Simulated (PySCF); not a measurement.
A run for PySCF: R-B3LYP/LANL2DZ on CH4Sn (SMILES [CH3][SnH]), a point of a torsion scan.

```python
from pyscf import gto, scf, dft, mp
from pyscf.data.elements import chemcore

mol = gto.M(
    atom='''
    C    -0.65127590    0.01713556    0.01784371
    Sn    1.38994752    0.94674509   -0.22470588
    H    -0.78642058   -0.49359735    0.96900370
    H    -1.42902064    0.77902432   -0.06364667
    H    -0.83694017   -0.70722687   -0.77759120
    H     1.99168447    0.40081830    1.41083046
    ''',
    basis='lanl2dz',
    ecp={'Sn': 'lanl2dz'},
    charge=0, spin=0, verbose=3, max_memory=1800)
mf = dft.RKS(mol, xc='b3lyp')
mf.conv_tol = 1e-8
mf.max_cycle = 100
mf.kernel()
if not mf.converged:
    mf = mf.newton().run(mf.mo_coeff, mf.mo_occ)
```

Question: Predict the final total energy.

Answer: -43.8450 hartree.
